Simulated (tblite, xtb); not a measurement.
C4H6 (SMILES [CH2][C]([CH2])[CH2]), triplet, geometry from GFN2-xTB. Base run: GFN1-xTB (xtb 6.7.1).

The xtb input:
```
$ xtb mol.xyz --gfn 1 --uhf 2 --json

# file mol.xyz
10

C     -0.58991066     1.27101035    -0.04360530
C      0.00000000     0.00000000     0.00000000
C      1.39621287    -0.12558987    -0.01342081
C     -0.80630221    -1.14542048     0.05702611
H     -1.65764415     1.38590246    -0.03410452
H      0.01229550     2.15913465    -0.08751715
H      1.86508911    -1.09120935     0.01943288
H      2.02915647     0.74092051    -0.05686552
H     -1.87738461    -1.06792530     0.06808427
H     -0.37151232    -2.12682297     0.09097004
```

Programs used: tblite, xtb; a row that names a program was run with it.

Each row names what was changed in the base input (with any setting that the change needs).

```tsv
change	ΔE vs base (kJ/mol)	G_solv (kcal/mol)	SCF cycles
base	0.00	-	7
acc = 30	0.00	-	7
program = tblite; method = gfn1; option = --spin-polarized	-50.5	-	-
alpb = benzene	-12.55	-3.00	7
gbsa = acetonitrile	-10.33	-2.50	7
program = tblite; method = gfn1; option = --grad	0.00	-	-
program = tblite; method = gfn1; option = (--guess, eeq)	0.00	-	-
etemp = 3000	-0.15	-	7
program = tblite; method = gfn1; option = (--etemp, 2000)	0.00	-	-
```

ALPB and GBSA are two models with their own fitted parameters for each solvent, which aren't always the measured dielectric constant.
